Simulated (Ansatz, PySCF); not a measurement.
This singlet lies 3.49 eV below the relaxed triplet at the level frozen-core CCSD(T)/cc-pVTZ // B3LYP-D3(BJ)/def2-TZVP (Ansatz, a first-principles code).

B3LYP has the VWN-RPA correlation part, as in Gaussian. 

F2Ge, SMILES `[Ge]([F])[F]` (lower singlet) (charge 0, multiplicity 1)

These are PySCF with B3LYP-D3(BJ)/def2-TZVP values and carry that method's errors.

The HOMO comes out as -8.83 eV. The dipole moment is 2.64 D and the HOMO–LUMO gap is 5.93 eV. The LUMO comes out as -2.90 eV. The total energy is -2276.9132 Ha. The cost comes out as very roughly 17 core-seconds.

Bond lengths (Å): F1–Ge2 1.758, Ge2–F3 1.758. Angles (°): F1–Ge2–F3 97.4.
Charge 0, spin multiplicity 1.
